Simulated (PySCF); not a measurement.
**Dipole response of Ti²⁺ (titanium, charge +2)**

[Ar] 3d2, high-spin 3F determinant. Computed with PySCF 2.14 in aug-cc-pVTZ (8s7p5d3f2g, 93 functions), with the non-relativistic Hamiltonian (point nucleus). Coupled (time-dependent) response in atomic units; α is the mean over directions.

```tsv
method	mean α (bohr³)	C₆ (like pair)	S(−4)
UHF	4.232	12.81	11.56
PBE	5.200	15.47	25.35
PBE0	4.814	14.41	19.09
```

S(−4) is the Cauchy moment in α(ω) = α(0) + S(−4) ω² + …

α(iu) at PBE0:

| u (hartree) | α(iu) (bohr³) |
| --- | --- |
| 0 | 4.814 |
| 0.0500 | 4.767 |
| 0.100 | 4.638 |
| 0.200 | 4.240 |
| 0.300 | 3.812 |
| 0.500 | 3.123 |
| 0.750 | 2.522 |
| 1.00 | 2.081 |
| 1.50 | 1.464 |
| 2.00 | 1.068 |
| 3.00 | 0.6251 |
| 5.00 | 0.2825 |

A single London oscillator, α(iu) = α/(1 + u²/ω²), gives C₆ = (3/4) ω α². Matching the computed C₆ needs ω = 4 × 14.41 / (3 × 4.814²) = 0.829 hartree.

For an ion, C₆ is the dispersion term alone; charge-induced terms of lower order in 1/R come first.
